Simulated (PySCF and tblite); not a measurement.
4 constitutional isomers of C10H16:

```json
{"isomer": "A", "SMILES": "[CH2:1]1[CH2:2][CH:3]([C@H:4]2[C@H:5]3[CH2:6][CH2:7][C@@H:8]2[CH2:9]3)[CH2:10]1"}
{"isomer": "B", "SMILES": "[CH2:1]1[CH2:2][CH:3]([C@@H:4]2[CH2:5][C@H:6]3[CH2:7][C@@H:8]2[CH2:9]3)[CH2:10]1"}
{"isomer": "C", "SMILES": "[CH2:1]1[C@H:2]2[CH2:3][C@H:4]3[CH2:5][C@@H:6]1[CH2:7][C@@H:8]([CH2:9]2)[CH2:10]3"}
{"isomer": "D", "SMILES": "[CH2:1]1[CH2:2][C@@H:3]2[CH2:4][C@H:5]([CH2:6]1)[C@@H:7]2[CH:8]1[CH2:9][CH2:10]1"}
```

Measured ¹³C shifts of one of them (ppm against TMS, one entry a carbon; solvent CDCl3; Stadelmann, Balmer, Riniker, Ebert, PCCP 2022): 37.8, 37.8, 37.8, 37.8, 37.8, 37.8, 28.3, 28.3, 28.3, 28.3.

Each isomer is a Boltzmann average at 298.15 K over at most 3 conformers: GFN2-xTB geometries, energies PBE0/pcSseg-1 (IEF-PCM, chloroform) (D3(BJ) added where defined), GIAO shieldings PBE0/pcSseg-1 (IEF-PCM, chloroform), GFN2-xTB thermal terms. Programs: PySCF with density fitting and tblite.

Computed shifts in falling order:

```tsv
carbon	measured	A	B	C	D
1	37.8	58.2	52.6	41.1	51.0
2	37.8	41.6	43.0	41.1	38.0
3	37.8	41.6	42.0	41.1	38.0
4	37.8	38.6	41.6	41.1	27.3
5	37.8	31.4	38.9	41.1	27.3
6	37.8	26.5	36.1	41.1	27.1
7	28.3	26.5	34.4	31.8	17.6
8	28.3	26.3	28.0	31.8	10.4
9	28.3	26.3	26.8	31.8	5.1
10	28.3	17.0	17.1	31.8	5.1
```

Question: Which structure fits the measured spectrum?

Answer: After a straight-line fit of each column to the measured values (slope held to 0.85 to 1.15; an offset alone for few or close values), with errors scored by one-sided Student-t tails (width 2.5 ppm, 10 degrees of freedom):

| isomer | slope | mean error (ppm) | largest error | P (%) |
| --- | --- | --- | --- | --- |
| A | 1.000 | 6.24 | 21.0 | 0.0 |
| B | 1.000 | 4.77 | 13.3 | 0.0 |
| C | 1.000 | 0.10 | 0.1 | 100.0 |
| D | 1.000 | 8.32 | 22.5 | 0.0 |

The score favours C, which is the compound measured. Its computed assignment: ¹H (against TMS): 1.83 (H1/H3/H5/H7/…, 12H), 1.78 (H2/H4/H6/H8, 4H). ¹³C (against TMS): 41.1 (C1/C3/C5/C7/…), 31.8 (C2/C4/C6/C8).

Shifts are unscaled: against experiment ¹³C can be off by 15 ppm or more and ¹H by 0.8 ppm. A force-field rotamer fell away at GFN2-xTB, so the set may lack it. GFN2-xTB leaves a saturated small ring flat here that puckers in reality. The search found a single conformer for at least one isomer; other rotamers may be missing.
